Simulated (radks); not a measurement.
Values are calculated unless marked as measured or tabulated.
Cs2+, 53 electrons, occupied as [Kr] 4d10 5s2 5p3 5d2 (not the ground configuration). Level of theory: scalar-relativistic Kohn-Sham, LDA (Slater exchange, Perdew-Wang correlation), spin-polarised, spherical densities, finite nucleus; open shells are filled with parallel spins first (spin-orbit coupling, left out, can overturn this in heavy ions); Fermi nuclear charge, rms radius 4.8041 fm (a radial shooting solver on a logarithmic mesh with Libxc functionals).

Normalised radial functions P(r) = r R(r), r in bohr:

```
   r/bohr * 5s down, o 5p up, + 6s up (the largest magnitude, 0.916, reaches the edge; | marks zero, & curves that meet)
 0.004767                             o+ *
 0.005549                             o+ *
 0.006409                             o +*
 0.007461                             |o+ *
 0.008686                             |o+ *
  0.01011                             |o+ *
  0.01168                             |o+ *
  0.01359                             |o+ *
  0.01583                             | & *
  0.01842                             | & *
  0.02145                             |+ &
  0.02477                             |+*o
  0.02884                             +*  o
  0.03357                             &   o
  0.03908                           *+|    o
   0.0455                          *+ |    o
  0.05255                        *  + |     o
  0.06117                       *  +  |     o
  0.07121                      *   +  |    o
   0.0829                       *  +  |   o
  0.09651                        *  + | o
   0.1115                          * +o
   0.1298                           o &
   0.1511                        o    | + *
   0.1759                      o      |  +   *
   0.2047                     o       |   +     *
   0.2364                     o       |   +     *
   0.2752                       o     |  +   *
   0.3204                           o |+*
    0.373                         * + |  o
   0.4343                   *    +    |       o
   0.5015               *       +     |           o
   0.5839               *       +     |            o
   0.6797                   *     +   |          o
   0.7913                           * +    o
   0.9212                           o |   +   *
    1.064                   o         |       +        *
    1.239            o                |         +             *
    1.442      o                      |         +                *
    1.679    o                        |     +                   *
    1.939     o                       |+                    *
    2.257         o             +     |                *
    2.627              o +            |          *
    3.058            +      o         |     *
    3.561           +           o     |  *
    4.112            +             o  |*
    4.787                +           o|*
    5.573                    +       o*
    6.488                        +    &
    7.553                          +  &
    8.723                            +&
    10.15                             &
    11.82                             &
```

5s down: eigenvalue -44.858 eV, 4 radial nodes at r = 0.0323, 0.128, 0.340, 0.821 bohr, <r> = 1.66 bohr, 90 % of the charge inside 2.39 bohr. 5p up: eigenvalue -33.473 eV, 3 radial nodes at r = 0.114, 0.342, 0.886 bohr, <r> = 1.93 bohr, 90 % of the charge inside 2.79 bohr. 6s up (empty): eigenvalue -13.948 eV, 5 radial nodes at r = 0.0323, 0.128, 0.338, 0.798, 1.96 bohr, <r> = 3.78 bohr, 90 % of the charge inside 5.35 bohr.
